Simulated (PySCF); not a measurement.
Trend along the chalcogens: MNa molecules

CCSD(T) with double-zeta basis sets in PySCF, for the lowest determinant that a PBE0 search found; no spin–orbit coupling. De refers to high-spin ground-configuration atoms.

```
 M                basis  reference, frozen orbitals  state (unpaired electrons)  Re (Å)  ωe (cm⁻¹)  De (eV)
 O          aug-cc-pVDZ                      UHF, 2               doublet (π ↑)   2.064        474     2.52
 S  cc-pVDZ/cc-pV(D+d)Z                      UHF, 6               doublet (π ↑)   2.535        317     2.09
Se             def2-SVP                     UHF, 10               doublet (π ↑)   2.636        266     2.04
Te             def2-SVP                      UHF, 5               doublet (π ↑)   2.851        228     1.86
```

Task: By what factor does the well depth vary along the series?

Result: At CCSD(T) it runs from 1.86 eV (NaTe) to 2.52 eV (NaO), a factor of 1.35.

The rows differ in basis set, which adds steps of its own.

Down a group the atoms grow and get heavier, so bonds lengthen and wavenumbers fall; this series shows no clear exception.

Correlated steps freeze the inner cores (2 to 10 orbitals); shallow outer-core shells are correlated. Correlated levels converge slowly with the basis: in double zeta they bind strong bonds too weakly, by up to about 1 eV, and carry superposition errors of some tenths. These are scalar-relativistic numbers at best; spin–orbit coupling would shift them, the dissociation energy most. States were picked by a PBE0 search and need not be the measured ground states.
